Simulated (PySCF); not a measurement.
## How methods differ on the excitation energy of As⁺

As⁺ [Ar] 3d10 4s2 4p2 (3P) → As⁺ [Ar] 3d10 4s1 4p2 4d1 (high-spin determinant), as a difference of total energies. Computed with PySCF 2.14 in aug-cc-pwCVDZ-PP with ECP10MDF (6s5p4d1f, 48 functions), with scalar relativity through the core potential. Correlated levels: valence: 3s2 3p6 3d10 frozen; valence and next inner shell: nothing frozen outside the core potential. The calculations carry no spin-orbit coupling.

```json
{"method": "UHF", "excitation energy (eV)": "17.367"}
{"method": "LDA", "excitation energy (eV)": "19.196"}
{"method": "PBE", "excitation energy (eV)": "18.798"}
{"method": "PBE0", "excitation energy (eV)": "18.675"}
{"method": "r2SCAN", "excitation energy (eV)": "18.700"}
{"method": "TPSS", "excitation energy (eV)": "18.610"}
{"method": "PW91", "excitation energy (eV)": "18.824"}
{"method": "wB97M-V", "excitation energy (eV)": "19.114"}
{"method": "r2SCAN0", "excitation energy (eV)": "18.635"}
{"method": "MP2 (valence)", "excitation energy (eV)": "18.294"}
{"method": "SCS-MP2 (valence)", "excitation energy (eV)": "18.600"}
{"method": "MP2 (valence and next inner shell)", "excitation energy (eV)": "18.939"}
{"method": "SCS-MP2 (valence and next inner shell)", "excitation energy (eV)": "19.105"}
```

How much does correlation contribute at MP2 (valence and next inner shell)?

18.939 − (17.367) = 1.572 eV, measured against UHF.

The upper state lies above the first ionisation limit, but in LS coupling its spin forbids autoionisation to the ground ion.

The promoted electron is Rydberg-like, and one or two diffuse shells describe it only roughly, which tends to raise the upper state.

The determinant of the upper state mixes LS terms, which raises its energy above the lowest term, most at the Hartree-Fock and MP2 levels.
